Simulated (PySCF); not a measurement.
Isomers of C6H10OSi2 and their computed core-level spectra.

Computed with PySCF, delta-SCF UKS SCAN, pcX-2 on the ionised atom, pcseg-1 elsewhere, spin-free X2C. Geometries: PBE0-D3(BJ)/def2-SVP; isolated species, one conformer each.

Line lists (1s up to Mg, 2p3/2 beyond; areas count atoms within a level, one atom standing for each set equivalent by bonding):
1. C 1s: 290.11 (area 1), 290.16 (area 1), 290.25 (area 1), 290.37 (area 1), 290.93 (area 1), 291.47 (area 1) eV; O 1s: 539.72 eV; Si 2p3/2: 106.46 (area 1), 106.68 (area 1) eV
2. C 1s: 289.74 (area 1), 290.25 (area 1), 290.32 (area 1), 290.42 (area 1), 290.45 (area 1), 290.85 (area 1) eV; O 1s: 537.73 eV; Si 2p3/2: 107.07 (area 1), 107.52 (area 1) eV
3. C 1s: 289.26 (area 2), 290.20 (area 1), 290.35 (area 1), 290.87 (area 1), 291.44 (area 1) eV; O 1s: 539.70 eV; Si 2p3/2: 106.24 (area 1), 106.25 (area 1) eV
4. C 1s: 289.68 (area 1), 289.72 (area 1), 289.81 (area 1), 290.50 (area 1), 291.82 (area 1), 292.33 (area 1) eV; O 1s: 537.98 eV; Si 2p3/2: 107.10 (area 1), 107.37 (area 1) eV
5. C 1s: 289.63 (area 1), 289.83 (area 1), 289.97 (area 1), 290.06 (area 1), 290.12 (area 1), 290.50 (area 1) eV; O 1s: 538.19 eV; Si 2p3/2: 106.33 (area 1), 106.87 (area 1) eV

Structures:
A. `CC#C[SiH2]C#C[SiH2]OC`
B. `[SiH3]/C=C/[SiH2]C1=CC=CO1`
C. `C1[SiH2]C[SiH]1c1ccco1`
D. `C=CC1=C[SiH2]C=C[Si@@H]1O`
E. `C#C[C@@H]1C=CC[Si@H]1O[SiH3]`

Q: Match each list to its structure.

A: 
- 1 = B: another candidate has the same counts of sites, so positions decide. C 1s: 290.11 alkene CH carbon, 290.16 alkene CH carbon, 290.25 aromatic CH carbon, 290.37 aromatic CH carbon, 290.93 substituted aromatic carbon, 291.47 aromatic CH next to a ring oxygen; O 1s: 539.72 furan-type oxygen; Si 2p3/2: 106.46 SiH2 silicon, 106.68 SiH3 silicon.
- 2 = E: another candidate has the same counts of sites, so positions decide. C 1s: 289.74 terminal alkyne carbon, 290.25 sp3 carbon bound to silicon, 290.32 alkene CH carbon, 290.42 alkene CH carbon, 290.45 alkyne carbon, 290.85 sp3 carbon bound to silicon; O 1s: 537.73 siloxane oxygen; Si 2p3/2: 107.07 oxygen-bound silicon, 107.52 oxygen-bound silicon.
- 3 = C: no other candidate has these counts of sites. C 1s: 289.26 sp3 carbon bound to silicon (×2), 290.20 aromatic CH carbon, 290.35 aromatic CH carbon, 290.87 substituted aromatic carbon, 291.44 aromatic CH next to a ring oxygen; O 1s: 539.70 furan-type oxygen; Si 2p3/2: 106.24 SiH2 silicon, 106.25 SiH silicon.
- 4 = A: another candidate has the same counts of sites, so positions decide. C 1s: 289.68 alkyne carbon, 289.72 alkyne carbon, 289.81 alkyne carbon, 290.50 alkyne carbon, 291.82 propargylic carbon, 292.33 methoxy carbon; O 1s: 537.98 silyl ether oxygen; Si 2p3/2: 107.10 SiH2 silicon, 107.37 oxygen-bound silicon.
- 5 = D: another candidate has the same counts of sites, so positions decide. C 1s: 289.63 alkene CH carbon, 289.83 terminal =CH2 carbon, 289.97 alkene CH carbon, 290.06 alkene CH carbon, 290.12 fully substituted alkene carbon, 290.50 alkene CH carbon; O 1s: 538.19 silanol oxygen; Si 2p3/2: 106.33 SiH2 silicon, 106.87 oxygen-bound silicon.

The 2p values aren't plain energy differences: one relaxed spin-free 2p hole is combined with a matrix within the shell (ground-state 2p orbital-energy differences and spin–orbit coupling). 2p3/2, the mean of its two sublevels, lies a third of the splitting below the shell's mean and 2p1/2 two thirds above it; the statistical areas are 2:1. 6 of these hole states are spin-contaminated (⟨S²⟩ up to 0.91, against 0.75; counted from 0.85) and less certain.
